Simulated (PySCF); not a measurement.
PySCF job for ScO2, SMILES [O]=[Sc]=[O] (connectivity only; charge and spin as stated), neutral, multiplicity 2, PBE0-D3(BJ)/def2-TZVP. Coordinates come from a PBE0-D3(BJ)/def2-TZVP optimisation. A frequency run showed that this geometry is not a minimum.

```python
import numpy as np
from pyscf import gto, scf, dft, df
from pyscf.hessian import thermo

mol = gto.M(
    atom='''
    Sc    0.00000000    0.00000000    0.28737027
    O     0.00000000    1.62524290   -0.37717348
    O     0.00000000   -1.62524290   -0.37717348
    ''',
    basis='def2-TZVP',
    charge=0,
    spin=1,
    max_memory=1600,
    verbose=3,
)
mf = dft.UKS(mol, xc='pbe0').density_fit(auxbasis='def2-universal-jkfit')
mf.disp = 'd3bj'
mf.grids.level = 3
mf.conv_tol = 1e-11
mf.max_cycle = 100
mf.kernel()
fine, coarse = mf.grids, dft.Grids(mol).set(level=1).build(with_non0tab=True)
for _ in range(3):  # follow internal instabilities
    mf.grids = coarse
    mo, _, stable, _ = mf.stability(return_status=True, nroots=4)
    mf.grids = fine
    if stable:
        break
    mf.kernel(mf.make_rdm1(mo, mf.mo_occ))

# [left out here: the lines that compute and print the analytic Hessian (its translational invariance restored by hand, since the grid's response is missing), thermochemistry and intensities]
```

Output:

```

WARN: HOMO -0.497311471483048 >= LUMO -0.497311471483046

converged SCF energy = -910.855614439677  <S^2> = 0.7810247  2S+1 = 2.0307877
<class 'pyscf.df.df_jk.DFUKS'> wavefunction is stable in the internal stability analysis

WARN: DFTD3 does not support analytical Hessian, using finite difference


WARN: Mole.unit (angstrom) is changed to Bohr

Mode                                 0                   1                   2
Irrep
Freq [cm^-1]                     -283.2417            127.3429            776.2450
Reduced mass [au]                  21.1626             20.2375             16.9911
Force const [Dyne/A]               -1.0003              0.1934              6.0321
Char temp [K]                    -407.5218            183.2181           1116.8438
Normal mode                   x     y     z       x     y     z       x     y     z
       0  Sc                 0.00 -0.09 -0.00   -0.00  0.00 -0.09   -0.00  0.00 -0.04
       1   O                 0.00  0.13 -0.05    0.00  0.08  0.12    0.00 -0.16  0.06
       2   O                 0.00  0.13  0.05   -0.00 -0.08  0.12   -0.00  0.16  0.06
temperature 298.1500 [K]
pressure 101325.00 [Pa]
Rotational constants [GHz] 61.21969 5.97940 5.44735
Symmetry number 2
Zero-point energy (ZPE) 0.00206 [Eh]   5404.656 [J/mol]
                           tot       elec      trans        rot        vib
Entropy [J/mol/K]       270.933      5.763    162.913     88.813     13.444
Cv [J/mol/K]             35.891      0.000     12.472     12.472     10.948
Cp [J/mol/K]             44.205      0.000     20.786     12.472     10.948
Internal energy [J/mol]                      3718.434   3718.434   7424.039
Internal energy [Eh]   -910.84995  -910.85561
Enthalpy [J/mol]                             6197.391   3718.434   7424.039
Enthalpy [Eh]          -910.84901
Gibbs free energy [J/mol]                  -42375.105 -22761.083   3415.568
Gibbs free energy [Eh] -910.87978
mode   freq/cm-1   IR/(km/mol)
   1     -283.24       303.600
   2      127.34        73.752
   3      776.25        35.644
max |gradient| / (hartree/bohr): 9.065015171886312e-05
APT charges: [ 0.2692 -0.1346 -0.1346]
```

The run converged. The end point has an imaginary mode, so it is no minimum.

Cost: around 60 core-seconds (rough).
